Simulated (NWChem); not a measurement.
System: CH2Cl2O2Si; SMILES O=C[Si](O)(Cl)Cl

Parts of the log:

```
             Northwest Computational Chemistry Package (NWChem) 7.3.0
             --------------------------------------------------------

                             Geometry "geometry" -> ""
                             -------------------------

 Output coordinates in angstroms (scale by  1.889725989 to convert to a.u.)

  No.       Tag          Charge          X              Y              Z
 ---- ---------------- ---------- -------------- -------------- --------------
    1 O                    8.0000    -0.53963200    -2.55646000     0.08782100
    2 C                    6.0000    -0.33153500    -1.57093900     0.77492600
    3 Si                  14.0000     0.01662900     0.06193800    -0.18021000
    4 O                    8.0000    -0.07226300    -0.36327000    -1.75987100
    5 Cl                  17.0000     1.88084400     0.78635100     0.30653400
    6 Cl                  17.0000    -1.39284700     1.48216900     0.30322700
    7 H                    1.0000    -0.34849100    -1.64222600     1.88369600
    8 H                    1.0000    -0.27386600    -1.31444500    -1.84506900

 Effective nuclear repulsion energy (a.u.)     435.1656226713

                                 NWChem DFT Module
                                 -----------------

 Summary of "ao basis" -> "ao basis" (spherical)
 ------------------------------------------------------------------------------
       Tag                 Description            Shells   Functions and Types
 ---------------- ------------------------------  ------  ---------------------
 O                          def2-svp                 6       14   3s2p1d
 C                          def2-svp                 6       14   3s2p1d
 Si                         def2-svp                 8       18   4s3p1d
 Cl                         def2-svp                 8       18   4s3p1d
 H                          def2-svp                 3        5   2s1p

 in cosmo_initialize ...
 calling solv_data for solv:toluene

 solvent parameters
 solvname_short: toluene
 solvname_long:  toluene
 dielec:        2.3741
 dielecinf:     2.2383
 nonaqueous SMD model solvent descriptors
 dielec:        2.3741
 sola:          0.0000
 solb:          0.1400
 solc:          0.8570
 solg:         40.2000
 solh:          0.0000
 soln:          1.4961

[...]

                                COSMO-SMD solvation results
                                ---------------------------

             internal energy in gas <Psi(g)|H|Psi(g)> =     -1398.627151240677
         internal energy in solvent <Psi(s)|H|Psi(s)> =     -1398.626904205216
                               delta internal energy  =         0.000247035462 (    0.16 kcal/mol)
   total free energy in solvent <Psi(s)|H+V/2|Psi(s)> =     -1398.630624867978
 polarization energy contribution <Psi(s)|V/2|Psi(s)> =        -0.003720662762 (   -2.33 kcal/mol)
    total free energy in solvent including G(SMD-CDS) =     -1398.634694331204
                       G(SMD-CDS) energy contribution =        -0.004069463225 (   -2.55 kcal/mol)
     1 M fixed-concentration free energy of solvation =        -0.007543090526 (   -4.73 kcal/mol)

                       DFT Final Molecular Orbital Analysis
                       ------------------------------------

 Vector   34  Occ=2.000000D+00  E=-3.514256D-01
              MO Center=  1.9D-01,  9.0D-01,  1.4D-01, r^2= 4.3D+00
   Bfn.  Coefficient  Atom+Function         Bfn.  Coefficient  Atom+Function
  ----- ------------  ---------------      ----- ------------  ---------------
    72      0.294107  5 Cl py                73     -0.280184  5 Cl pz
    91      0.279856  6 Cl pz                89     -0.273465  6 Cl px
    69      0.220038  5 Cl py                86     -0.205238  6 Cl px
    70     -0.202491  5 Cl pz                88      0.202250  6 Cl pz
    90     -0.200366  6 Cl py                50     -0.180541  4 O  px

 Vector   35  Occ=2.000000D+00  E=-3.383346D-01
              MO Center=  1.8D-01,  8.3D-01, -1.0D-01, r^2= 4.3D+00
   Bfn.  Coefficient  Atom+Function         Bfn.  Coefficient  Atom+Function
  ----- ------------  ---------------      ----- ------------  ---------------
    91     -0.287435  6 Cl pz                50      0.285986  4 O  px
    73      0.286951  5 Cl pz                89     -0.267656  6 Cl px
    72      0.255762  5 Cl py                53      0.218411  4 O  px
    70      0.211790  5 Cl pz                88     -0.212154  6 Cl pz
    86     -0.198429  6 Cl px                69      0.188960  5 Cl py

 Vector   36  Occ=2.000000D+00  E=-2.794025D-01
              MO Center= -3.4D-01, -1.6D+00,  3.8D-01, r^2= 3.0D+00
   Bfn.  Coefficient  Atom+Function         Bfn.  Coefficient  Atom+Function
  ----- ------------  ---------------      ----- ------------  ---------------
     6      0.389722  1 O  pz                 5     -0.306734  1 O  py
     9      0.302288  1 O  pz                97     -0.247917  7 H  s
     8     -0.245410  1 O  py                31      0.221960  3 Si s
    98     -0.185741  7 H  s                 19      0.167013  2 C  py
    37     -0.163833  3 Si py                20     -0.162166  2 C  pz

 Vector   37  Occ=0.000000D+00  E=-7.477305D-02
              MO Center= -3.3D-01, -1.6D+00,  4.8D-01, r^2= 2.2D+00
   Bfn.  Coefficient  Atom+Function         Bfn.  Coefficient  Atom+Function
  ----- ------------  ---------------      ----- ------------  ---------------
    21      0.461823  2 C  px                18      0.442909  2 C  px
     7     -0.414787  1 O  px                 4     -0.406887  1 O  px
    39      0.203471  3 Si px                90     -0.138550  6 Cl py
    72      0.117766  5 Cl py                36      0.115553  3 Si px
    22     -0.097917  2 C  py                19     -0.093962  2 C  py

[...]
```

Level: PBE0/def2-SVP, SMD on the gas-phase geometry. Geometry: optimised at B3LYP/6-31G* (spherical d). Solvent: toluene.

Problem. Write an input that gives this output.

Solution. One answer among several that fit: the input that was run:
```
start job
memory heap 200 mb stack 900 mb global 1100 mb
geometry units angstroms noautosym nocenter noautoz
  O     -0.539632    -2.556460     0.087821
  C     -0.331535    -1.570939     0.774926
  Si     0.016629     0.061938    -0.180210
  O     -0.072263    -0.363270    -1.759871
  Cl     1.880844     0.786351     0.306534
  Cl    -1.392847     1.482169     0.303227
  H     -0.348491    -1.642226     1.883696
  H     -0.273866    -1.314445    -1.845069
end
basis spherical
  * library def2-svp
end
dft
  xc pbe0
  iterations 150
end
cosmo
  do_cosmo_smd true
  solvent toluene
end
task dft energy
```
